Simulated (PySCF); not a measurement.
PySCF job for Mo(O)(S)(F)(NH2) (FH2MoNOS), SMILES [NH2][Mo](=[O])([F])=[S], multiplicity 1, IEF-PCM-B3LYP/def2-SVP. Coordinates come from a B3LYP-D3(BJ)/def2-SVP optimisation. The spin state was assumed, not searched. The structure was generated by enumeration; whether it is a known compound was not checked. The def2 effective core potentials stand for the cores of Mo; spin–orbit coupling is left out. One conformer was computed; it need not be the lowest.

```python
import numpy as np
from pyscf import gto, scf, dft
from pyscf.solvent import pcm

mol = gto.M(
    atom='''
    Mo   -0.07714127    0.20006902    0.05404136
    O     0.85979941    1.34700259    0.84513583
    S     0.91576611   -1.68107785   -0.00693773
    F    -1.73261807    0.02000554    0.88234434
    N    -0.30643534    0.79720673   -1.75267204
    H    -0.17196184    1.77018206   -2.02663660
    H    -0.38014772    0.18764723   -2.56557835
    ''',
    basis='def2-SVP',
    ecp={'Mo': 'def2-svp'},
    charge=0,
    spin=0,
    max_memory=1600,
    verbose=3,
)
mf = dft.RKS(mol, xc='b3lyp').density_fit(auxbasis='def2-universal-jkfit')
mf.grids.level = 3
mf.conv_tol = 1e-9
mf.max_cycle = 100
mf.kernel()
res = {}
for name, eps in {'water': 78.355, 'diethylether': 4.24, '2-propanol': 19.264}.items():
    s = mf.PCM()
    s.with_solvent.method, s.with_solvent.eps, s.with_solvent.lebedev_order = 'IEF-PCM', eps, 29
    s.kernel(mf.make_rdm1())
    res[name] = (s.e_tot, eps, s.dip_moment(), s.mo_energy, s.converged)
    print(f'{name}: electrostatic solvation free energy {(s.e_tot - mf.e_tot) * 627.509474:.3f} kcal/mol')
```

It prints:

```
converged SCF energy = -697.312568889777

WARN: PCM is an experimental feature. It is still in testing.
Features and APIs may be changed in the future.

converged SCF energy = -697.325381888793
Dipole moment(X, Y, Z, Debye): -1.04865,  1.70297, -4.85857
water: electrostatic solvation free energy -8.040 kcal/mol

WARN: PCM is an experimental feature. It is still in testing.
Features and APIs may be changed in the future.

converged SCF energy = -697.321246050026
Dipole moment(X, Y, Z, Debye): -0.88191,  1.49351, -4.44323
diethylether: electrostatic solvation free energy -5.445 kcal/mol

WARN: PCM is an experimental feature. It is still in testing.
Features and APIs may be changed in the future.

converged SCF energy = -697.324568114526
Dipole moment(X, Y, Z, Debye): -1.01380,  1.66058, -4.77472
2-propanol: electrostatic solvation free energy -7.530 kcal/mol
```

The calculation finished and met its thresholds.
